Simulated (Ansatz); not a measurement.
The first iterations of a band of AlCl2FH (5 atoms, charge 0, multiplicity 2).

All numbers below come from UKS PBE-D4/def2-SVP in Ansatz 0.2.0.

```yaml
movable_images: 5
climbing_image: yes
spring: 5.0 eV/Å²
optimiser: quadratic models (default)
start_path: straight line
force_threshold: 0.05 eV/Å
iteration_limit: 60
end_points: relaxed
```

Initial state:

```xyz
5
Properties=species:S:1:pos:R:3
Al -0.121 0.000 0.750
Cl 1.578 0.000 2.440
H 0.905 0.000 -0.452
Cl -2.085 0.000 -0.193
F -0.858 0.000 2.321
```

Final state:

```xyz
5
Properties=species:S:1:pos:R:3
Al -0.168 -0.003 1.259
Cl 1.469 -1.131 1.937
H 0.394 0.812 -0.238
Cl -1.338 -0.729 -0.397
F -0.938 1.049 2.305
```

| iteration | highest image above the first end (eV) | largest band force component (eV/Å) |
| --- | --- | --- |
| 1 | 0.071 | 2.698 |
| 2 | 0.000 | 1.262 |
| 3 | 0.000 | 0.435 |
| 4 | 0.000 | 0.459 |
| 5 | 0.000 | 0.237 |
| 6 | 0.000 | 0.226 |
| 7 | 0.000 | 0.221 |

Does the band converge within its limit, and where does its top end?

The forces met the threshold. It ended after 23 iterations with the highest image 0.000 eV above the first end. The highest image is an end point: on this band no image between the ends rises above it. Between wells the path still climbs a hump at image 5, 0.03 eV above the well before it.

The run took 3.5 min on 2 threads of Arm Neoverse V2, on a shared host, peak memory 0.17 GiB.
